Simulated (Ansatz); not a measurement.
System: Si$_{2}$H$_{5}$Cl, charge 0, singlet. Si2H5Cl (chloro(silyl)silane, SMILES [SiH3][SiH2]Cl).
B3LYP-D3(BJ)/def2-TZVP minimum from Ansatz (a program for electronic structure):
```
Si
H 1 1.4800
H 1 1.4800 2 108.86
Cl 1 2.0782 2 107.66 3 116.43
Si 1 2.3422 2 111.93 3 -124.27
H 5 1.4813 1 109.61 2 -178.83
H 5 1.4813 6 109.49 1 -120.27
H 5 1.4837 6 109.27 7 -119.64
```

Total energies in cc-pV(D+d)Z, 20 correlated electrons, 15 frozen orbitals. Open shells are spin-unrestricted; no spin-orbit coupling. Cores are frozen in correlated methods. No relativity.

```csv
method,program,energy (Eh),minus CCSDT(Q) (mEh)
HF,Ansatz,-1040.33150,409.47
MP2,Ansatz,-1040.67210,68.87
CCSD,Ansatz,-1040.72948,11.49
CCSD(T),Ansatz,-1040.73902,1.95
CCSDT(Q),Ansatz,-1040.74097,0.00
```

Rough core times of Ansatz's runs on a shared machine: CCSD(T) under 20 s, CCSDT(Q) 10 min.
